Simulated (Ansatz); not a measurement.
Reaction (cleavage of the Si–Si bond): `C[SiH2][SiH](Cl)Cl` + `CBS` → `CBS[SiH2]C` + `Cl[SiH2]Cl`

Calculated with Ansatz (gas phase, PBE0-D4/def2-TZVP geometries, no zero-point term in ΔE). CCSD(T)/CBS adds triple-zeta CCSD(T) − MP2 to the extrapolated MP2 energy (def2 sets, frozen cores). DFT in def2-TZVPP. Each species was taken in one conformer, which may not be the lowest.

```csv
species,revPBE energy (Eh)
`C[SiH2][SiH](Cl)Cl`,-1540.97106
`CBS`,-464.12893
`CBS[SiH2]C`,-794.11846
`Cl[SiH2]Cl`,-1210.99713
```

Work out ΔE.

ΔE = (-794.11846) + (-1210.99713) − (-1540.97106) − (-464.12893) = -0.01560 Eh = -41.0 kJ/mol. CCSD(T)/CBS gives -55.2 kJ/mol.

Largest T1 diagnostic among the species: 0.013.

From PBE to PBE0 (25 % exact exchange), in def2-TZVPP and without D4, ΔE moves by −5.2 kJ/mol. At CCSD(T), def2-SVP lies +8.7 kJ/mol from the extrapolated value and def2-TZVPP +1.4 kJ/mol. Leaving LDA and LC-ωPBE aside and taking each functional with its dispersion term where it has one, the values, not all of them listed here, spread over 15.6 kJ/mol, from ωB97M-V to PBE-D4.
